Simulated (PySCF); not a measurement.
NaBi and its ions

PBE0; PySCF, scalar-relativistic core potentials, basis sets Na def2-SVPD, Bi def2-SVPD with ECP60. Neutral (UKS): triplet (π ↑↑), Re = 2.990 Å, ωe = 188 cm⁻¹, De = 1.12 eV, HOMO -4.28 eV, LUMO -1.81 eV.

NaBi⁺ (UKS): quartet (σ ↑, π ↑↑), Re = 3.429 Å, ωe = 95.1 cm⁻¹. The energies at the minima are -376.77064 hartree for NaBi and -376.55051 for NaBi⁺.

Task: Work out the adiabatic ionisation energy, without and with harmonic zero-point energies (1 hartree = 27.2114 eV, 1 eV = 8065.5 cm⁻¹), and the change of the bond length.

Result: At PBE0: 0.22013 hartree = 5.990 eV between the minima; the zero-point term (95.1 − 188.0)/2 cm⁻¹ = -0.006 eV makes it 5.984 eV. Re changes by +43.9 pm against the neutral. The electron leaves a σ orbital, and the ion is left as a loose complex of an ion and an atom.

Spin–orbit coupling is left out, which matters for elements this heavy, above all for dissociation energies. States were picked by a PBE0 search and need not be the measured ground states.
